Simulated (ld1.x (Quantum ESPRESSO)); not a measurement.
**iodine: excitation energies, all-electron against ultrasoft**

I, ultrasoft, made with ld1.x (Quantum ESPRESSO) 7.5 (PBE, non-relativistic). Core [Kr] 4d10, reference 5s2 5p3.5 (charge +1.5). Waves: 5s (bound): rcut 1.65, rcutus 1.85 bohr; 5s channel at 2.5 Ry: rcut 1.65, rcutus 1.85 bohr; 5p (bound): rcut 1.35, rcutus 1.80 bohr; 5p channel at -0.7 Ry: rcut 1.35, rcutus 1.80 bohr. Local part: all-electron potential smoothed inside 1.60 bohr (lloc = -2). Core correction: Bessel-smoothed model core inside 0.80 bohr. Augmentation charge: built from norm-conserving waves at rcut, not smoothed further.

Energies are relative to the spin-unpolarised reference configuration 5s2 5p3.5; without spin polarisation the order of configurations can differ from experiment.

```tsv
valence configuration	charge	ΔE all-electron (eV)	error AE − PS (meV)
5s2 5p5	0	-19.946	-15
5s2 5p4	+1	-8.777	-2.6
5s2 5p3	+2	11.040	-4.0
5s2 5p2	+3	40.253	-51
5s1 5p5	+1	0.643	-23
5s1 5p6	0	-11.011	-40
```

**Question.** What are ΔE and the potential's error for 5s2 5p1?

**Answer.** ΔE = 79.460 eV all-electron; the error (AE − PS) is -190 meV.

Levels in the configuration 5s2 5p4:

| level | all-electron (eV) | pseudo (eV) |
| --- | --- | --- |
| 5s | -24.719 | -24.715 |
| 5p | -15.353 | -15.344 |

Note: ghost state, extra bound levels that the all-electron valence spectrum of the same l lacks: d at -15.2 eV. A true bound ghost makes a file unfit for plane-wave use.
